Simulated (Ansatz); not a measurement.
Cost and result for the atomization energy of CH3FOSSi, SMILES `OC1(F)[SiH2]S1` (8 atoms, 8 bonds).

Z-matrix (Å, degrees):
```
C
F 1 1.366
Si 1 1.854 2 120.1
O 1 1.353 2 110.8 3 150.6
S 1 1.876 2 111.1 3 -76.9
H 3 1.479 1 119.6 2 150.6
H 3 1.479 1 118.6 2 3.7
H 4 0.966 1 109.5 2 64.5
```

Charge 0, multiplicity 1. The structure was optimised at the PBE0-D4/def2-TZVP level. It is one conformer, not always the lowest. Program: Ansatz. All runs use 2 threads of an Arm Neoverse V1 on a shared host. Times are those of one run each, without the atoms' runs, and a repeat can differ threefold. Electronic energies, without spin–orbit coupling; frozen cores. CCSD(T)/CBS adds CCSD(T) − MP2 in def2-TZVPP to the MP2 limit, and its time is that of the two runs behind it. T1 = 0.014. B3LYP takes the VWN-RPA correlation (the form of Gaussian; ORCA's B3LYP/G). HSE06 is the plane-wave form, built on full-range PBE exchange.

CCSD(T)/CBS is a level of theory with its own doubt, some kJ/mol a heavy atom from the limit and from the frozen cores, so smaller differences don't rank the functionals.

| level | functions | wall time |
| --- | --- | --- |
| LDA (SPW92)/def2-TZVPP | 219 | 1.8 s |
| BLYP-D4/def2-TZVPP | 219 | 3.1 s |
| PBE-D4/def2-TZVPP (with forces) | 219 | 3.6 s |
| HSE06-D4/def2-TZVPP | 219 | 4.6 s |
| BHLYP-D4/def2-TZVPP | 219 | 4.8 s |
| CAM-B3LYP-D4/def2-TZVPP | 219 | 5.5 s |
| CCSD(T)/def2-SVP | 93 | 5.5 s |
| B3LYP-D4/def2-TZVPP (with forces) | 219 | 6.5 s |
| ωB97X-V/def2-TZVPP | 219 | 12 s |
| B97M-V/def2-TZVPP | 219 | 13 s |
| MP2/def2-QZVPP | 401 | 27 s |
| CCSD(T)/def2-TZVPP | 219 | 2.5 min |
| CCSD(T)/CBS(def2) | – | 3 min |

What atomization energy does each give, and how far from CCSD(T)/CBS? (Estimate.)

Computed: 
```
                            level  atomization (kcal/mol)  difference from CCSD(T)/CBS  per bond
           LDA (SPW92)/def2-TZVPP                   796.6                        130.5      16.3
               BLYP-D4/def2-TZVPP                   666.2                          0.1       0.0
  PBE-D4/def2-TZVPP (with forces)                   690.5                         24.4       3.1
              HSE06-D4/def2-TZVPP                   668.7                          2.6       0.3
              BHLYP-D4/def2-TZVPP                   629.4                        -36.7      -4.6
          CAM-B3LYP-D4/def2-TZVPP                   664.5                         -1.6      -0.2
                 CCSD(T)/def2-SVP                   611.6                        -54.5      -6.8
B3LYP-D4/def2-TZVPP (with forces)                   660.7                         -5.4      -0.7
               ωB97X-V/def2-TZVPP                   671.0                          4.9       0.6
                B97M-V/def2-TZVPP                   670.9                          4.8       0.6
                   MP2/def2-QZVPP                   678.3                         12.2       1.5
               CCSD(T)/def2-TZVPP                   641.7                        -24.4      -3.0
                CCSD(T)/CBS(def2)                   666.1                          0.0       0.0
```

Leaving LDA and LC-ωPBE aside and taking each functional with its dispersion term where it has one, the values spread over 61.1 kcal/mol, from BHLYP-D4 to PBE-D4. LDA lies +110.7 kcal/mol from PBE without D4, its usual overbinding. From BLYP to BHLYP (50 % exact exchange), in def2-TZVPP and without D4, the atomization energy moves by −32.4 kcal/mol: exact exchange takes away binding that semilocal exchange gives to molecules. At CCSD(T), def2-SVP lies −54.4 kcal/mol from the extrapolated value and def2-TZVPP −24.4 kcal/mol: correlation converges slowly with the basis, and small sets miss more of it in the bonded molecule than in its fragments.
